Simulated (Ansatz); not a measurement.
Consider the cleavage of the Si–Si bond: `O[Si](F)(F)[SiH3]` + `[CH2]1[NH][AlH]1` → `[SiH3][N]1[CH2][AlH]1` + `O[SiH](F)F`.

Program: Ansatz. Geometries: PBE0-D4/def2-TZVP. ΔE: electronic, gas phase. CBS: MP2 limit from def2 TZ/QZ plus the TZ coupled-cluster correction, frozen cores. This one scheme is used for every species. DFT in def2-TZVPP. Each species was taken in one conformer, which may not be the lowest.

`O[Si](F)(F)[SiH3]`:

Cartesian coordinates in Å:
```
O 0.551 1.207 -1.398
Si 0.166 -0.254 -0.810
F -1.036 -0.880 -1.646
F 1.373 -1.268 -1.031
Si -0.378 -0.058 1.445
H 0.803 1.311 -2.318
H -0.725 -1.400 1.979
H -1.540 0.854 1.592
H 0.787 0.488 2.186
```

`[CH2]1[NH][AlH]1`:

Z-matrix (Å, degrees):
```
C
Al 1 1.919
N 1 1.507 2 58.8
H 1 1.093 2 122.8 3 101.9
H 1 1.093 2 122.8 3 -101.9
H 2 1.571 1 166.1 3 -180.0
H 3 1.005 1 121.0 2 180.0
```

`[SiH3][N]1[CH2][AlH]1`:

Z-matrix (Å, degrees):
```
Si
N 1 1.707
H 1 1.493 2 111.7
H 1 1.493 2 111.6 3 119.4
H 1 1.488 2 109.0 3 -120.3
C 2 1.531 1 123.6 3 -59.8
Al 2 1.743 1 165.7 3 120.1
H 6 1.092 2 114.1 1 -64.4
H 6 1.092 2 114.1 1 64.4
H 7 1.568 2 144.6 1 0.1
```

`O[SiH](F)F`:

Z-matrix (Å, degrees):
```
Si
F 1 1.584
F 1 1.584 2 105.5
O 1 1.614 2 111.2 3 -120.7
H 1 1.463 2 110.2 3 118.9
H 4 0.958 1 120.9 2 58.5
```

```json
{"level": "r2SCAN-D4", "ΔE (kJ/mol)": "-74.6"}
{"level": "PBE", "ΔE (kJ/mol)": "-57.0"}
{"level": "r2SCANh", "ΔE (kJ/mol)": "-76.0"}
{"level": "CAM-B3LYP", "ΔE (kJ/mol)": "-79.6"}
{"level": "RPA@PBE/def2-TZVPP", "ΔE (kJ/mol)": "-83.8"}
{"level": "CCSD/def2-SVP", "ΔE (kJ/mol)": "-81.1"}
{"level": "HF/def2-TZVPP", "ΔE (kJ/mol)": "-98.9"}
{"level": "MP2/def2-QZVPP", "ΔE (kJ/mol)": "-94.1"}
```

(1) What does CCSD(T)/CBS give? (Estimate.)

(2) What do rigid-rotor, harmonic-oscillator terms from PBE0-D4/def2-TZVP frequencies (298.15 K, 1 bar) make of the CCSD(T)/CBS value? (Estimate.)

Largest T1 diagnostic among the species: 0.015.

Answers

(1) Computed: -81.8 kJ/mol. The listed levels differ from it by 7.2, 24.8, 5.8, 2.2, -2.0, 0.7, -17.1, -12.3 kJ/mol.

(2) Ansatz gave: ΔZPE = -2.0 kJ/mol, ΔH = -85.5 kJ/mol, ΔS = -6 J/(mol·K), ΔG = -83.6 kJ/mol.

From PBE to PBE0 (25 % exact exchange), in def2-TZVPP and without D4, ΔE moves by −8.4 kJ/mol. Leaving LDA and LC-ωPBE aside and taking each functional with its dispersion term where it has one, the values, not all of them listed here, spread over 28.7 kJ/mol, from BHLYP-D4 to PBE-D4. In def2-TZVPP, CCSD(T) changes the Hartree–Fock value by +14.9 kJ/mol (the triples alone add +1.4 kJ/mol) and MP2 by +4.1 kJ/mol.
